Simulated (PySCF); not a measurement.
NICS in isomers of C8H7N.

NICS is the negative of the GIAO shielding at a point without a nucleus: at the ring centre (0) and 1 Å above and below it (1); zz is the component along the ring normal. Level: GIAO PBE0/pcSseg-1 (PySCF, non-relativistic, gas phase) on the GFN2-xTB geometries, one conformer each. Atom numbers follow the mapped SMILES.

**Question.** Order these rings by mean NICS(1)zz, lowest (most negative) first (ppm).
A. ring C3–C4–C5–C6–C7–C9 in `[CH:1]#[C:2][c:3]1[cH:4][cH:5][cH:6][c:7]([NH2:8])[cH:9]1`
B. ring C2–C3–C4–C5–C6–C7 in `[CH3:1][c:2]1[cH:3][cH:4][cH:5][cH:6][c:7]1[C:8]#[N:9]`
C. ring C2–C3–C4–C6–C9 in `[CH2:1]=[C:2]1[CH:3]=[C:4]([CH3:5])[C:6]([C:7]#[N:8])=[CH:9]1`
D. ring C2–C3–C4–C5 in `[CH2:1]=[C:2]1[CH:3]=[CH:4]/[C:5]1=[CH:6]/[CH2:7][C:8]#[N:9]`

**Answer.** B (-27.3), A (-23.7), C (-5.1), D (4.1).

```tsv
SMILES	ring	NICS(0)	NICS(1)	NICS(1)zz	HOMA	rms pucker (Å)	ring atoms with four or more neighbours
Cc1ccccc1C#N	6-membered carbocycle; formal bonds all aromatic	-8.7	-11.2	-27.3	0.99	0.00	0
C#Cc1cccc(N)c1	6-membered carbocycle; formal bonds all aromatic	-8.4	-10.0	-23.7	0.99	0.00	0
C=C1C=C(C)C(C#N)=C1	5-membered carbocycle; formal bonds 2 double, 3 single	-0.9	-4.5	-5.1	-0.08	0.00	0
C=C1C=C/C1=C/CC#N	4-membered carbocycle; formal bonds 1 double, 3 single	5.4	-2.2	4.1	-0.81	0.00	0
```

NICS(0) gives the same order. The isotropic NICS(1) gives the same order. Over the 4 rings with a HOMA value its correlation coefficient with NICS(1)zz is -0.99. HOMA uses Krygowski's 1993 parameters. NICS(1) and NICS(1)zz are means over the two faces.
